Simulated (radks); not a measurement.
Xe III, 52 electrons, occupied as [Kr] 4d10 5s1.5 5p4.5 (fractional occupations, a model configuration). Method: scalar-relativistic Kohn-Sham, PBE, spin-polarised, spherical densities, point nucleus; open shells are filled with parallel spins first (spin-orbit coupling, left out, can overturn this in heavy ions); computed with a radial shooting solver on a logarithmic mesh with Libxc functionals. Some entries of the table are withheld. Estimate them.

orbital  occ.  eigenvalue (hartree)  <r^2> (bohr^2)  <1/r> (bohr^-1)
1s up       1             -1264.024       0.0009637            58.11
1s down     1             -1264.020       0.0009637            58.11
2s up       1             -197.4093         0.01549            13.33
2s down     1             -197.4074         0.01549            13.33
2p up       3             -177.2121         0.01228            12.73
2p down     3             -177.2093         0.01228            12.73
3s up       1             -41.02685          0.1073            4.792
3s down     1             -41.02362          0.1073            4.792
3p up       3             -34.50463          0.1074            4.553
3p down     3             -34.50107          0.1074            4.553
3d up       5             -24.83559         0.09327            4.311
3d down     5             -24.83221         0.09326            4.311
4s up       1              -8.06786          0.5797            1.952
4s down     1              -8.06048          0.5793            1.952
4p up       3              -6.00216          0.6656            1.791
4p down     3              -5.99431          0.6644            1.792
4d up       5              -2.99129             (1)            1.514
4d down     5              -2.97926             (2)            1.518
5s up       1              -1.48451           3.558           0.7334
5s down   0.5              -1.42389           3.566           0.7359
5p up       3                   (3)           4.847           0.6221
5p down   1.5                   (4)           4.961           0.6176

Answer. 
(1) 4d up <r^2> (bohr^2): 0.8941
(2) 4d down <r^2> (bohr^2): 0.8865
(3) 5p up eigenvalue (hartree): -1.01601
(4) 5p down eigenvalue (hartree): -0.95590
